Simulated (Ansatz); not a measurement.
A CCSD(T) single point on `C[SiH](C)O[SiH3]`.

```yaml
crystal:
  periodic: [false, false, false]
  atoms:
    - {symbol: C, position_ang: [-2.141591, 0.455241, -0.275213]}
    - {symbol: Si, position_ang: [-0.501343, -0.042370, 0.443625]}
    - {symbol: C, position_ang: [0.388045, 1.404458, 1.208164]}
    - {symbol: O, position_ang: [0.411377, -0.675181, -0.770687]}
    - {symbol: Si, position_ang: [1.752586, -1.526808, -1.132952]}
    - {symbol: H, position_ang: [-2.643872, -0.401876, -0.729458]}
    - {symbol: H, position_ang: [-2.012552, 1.220544, -1.044955]}
    - {symbol: H, position_ang: [-2.797563, 0.860329, 0.500085]}
    - {symbol: H, position_ang: [-0.699830, -1.100081, 1.477751]}
    - {symbol: H, position_ang: [0.556645, 2.193900, 0.470953]}
    - {symbol: H, position_ang: [-0.197575, 1.827489, 2.029121]}
    - {symbol: H, position_ang: [1.358694, 1.103835, 1.610434]}
    - {symbol: H, position_ang: [1.804005, -1.721914, -2.603020]}
    - {symbol: H, position_ang: [2.972270, -0.795055, -0.694820]}
    - {symbol: H, position_ang: [1.728703, -2.853112, -0.459729]}
basis:
  gaussian: {orbitals: def2-TZVPP}
correlation: {method: ccsd_t}
```

```sh
$ ansatz run in.yaml --threads 2 --pin off --events-out ev --progress --plain --max-ram 32768MiB --backend cuda --devices 0, --max-vram 18GiB
```

Log, shortened:

```
Functional definition: HF
1804 factors; integrals over basis functions are off by at most 9.9e-4 eV
mean field evaluation 1: about -19981.2785 eV, gradient 4.7e1 eV
mean field evaluation 2: about -19981.5541 eV, gradient 4.8e1 eV
mean field evaluation 4: about -19986.6083 eV, gradient 5.3e0 eV
mean field evaluation 8: about -19986.6988 eV, gradient 2.3e-1 eV
mean field evaluation 16: about -19986.6994 eV, gradient 2.6e-6 eV
mean field -19986.69944317 eV, -734.4976570649 hartree, gradient 2.6e-6 eV, S^2 0.000000; 0 other end points of the search recorded, 0 dependent functions left out
13 core orbitals not correlated: weight in the atoms' cores, before any rotation towards them, 1.000 or more for the frozen orbitals, at most 0.000 for the correlated occupied ones
reference -19986.69944317 eV, -734.4976570649 hartree; 16, 16 occupied and 288, 288 virtual orbitals, 1804 factors
second order -22.91805654 eV of doubles, -0.00000000 eV of singles
cycle   1  -23.90832166 eV  change   -9.9e-1 eV  update   1.0e-1
cycle   2  -24.51089172 eV  change   -6.0e-1 eV  update   3.0e-2
cycle   3  -24.62535788 eV  change   -1.1e-1 eV  update   1.4e-2
cycle   4  -24.61774160 eV  change    7.6e-3 eV  update   2.8e-3
cycle   5  -24.61703825 eV  change    7.0e-4 eV  update   1.1e-3
cycle   6  -24.61711946 eV  change   -8.1e-5 eV  update   2.6e-4
cycle   7  -24.61699356 eV  change    1.3e-4 eV  update   9.5e-5
cycle   8  -24.61698614 eV  change    7.4e-6 eV  update   2.8e-5
perturbative correction -0.86322133 eV, -0.0317227988 hartree
Total energy: -20012.17965064 eV, -735.4340374186 hartree
```

It took 11 s on 2 threads of an AMD EPYC 7R13 on a shared host and a share of an NVIDIA H100 80 GB, with 0.84 GiB of host memory at the peak.

The correlation energy is -25.480 eV, 3.4 % of it from (T); the T1 diagnostic reads 0.0104.
